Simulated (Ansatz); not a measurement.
Two isomers of C3H7NOSi: A = `C=N/C([SiH3])=C\O`, B = `C=C1O[Si]1(C)N`.

Gas-phase electronic energies from Ansatz, PBE0-D4/def2-TZVP geometries. CBS: MP2 limit from def2 TZ/QZ plus the TZ coupled-cluster correction, frozen cores. Functionals use def2-TZVPP. B3LYP here is the variant with VWN-RPA as its local correlation; programs differ in this. One conformer a species, not always the lowest.

(1) Which is lower in electronic energy at CCSD(T)/CBS, and by how much? (Best estimate.)

(2) Give E(B) − E(A) in kJ/mol with B3LYP, MP2/def2-TZVPP, CCSD/def2-TZVPP, CCSD(T)/def2-TZVPP, r2SCAN-D4, PBE-D4, HF/def2-TZVPP. (An estimate is asked.)

Largest T1 diagnostic: 0.013.

Answers

(1) Computed: B, by 227.5 kJ/mol.

(2) The calculation gave: B3LYP -215.3, MP2/def2-TZVPP -235.9, CCSD/def2-TZVPP -220.4, CCSD(T)/def2-TZVPP -218.8, r2SCAN-D4 -235.0, PBE-D4 -216.5, HF/def2-TZVPP -202.3. None reverses the order clearly.

In def2-TZVPP, CCSD(T) changes the Hartree–Fock value by −16.5 kJ/mol (the triples alone add +1.6 kJ/mol) and MP2 by −33.6 kJ/mol. From PBE to PBE0 (25 % exact exchange), in def2-TZVPP and without D4, E(B) − E(A) moves by −9.1 kJ/mol.
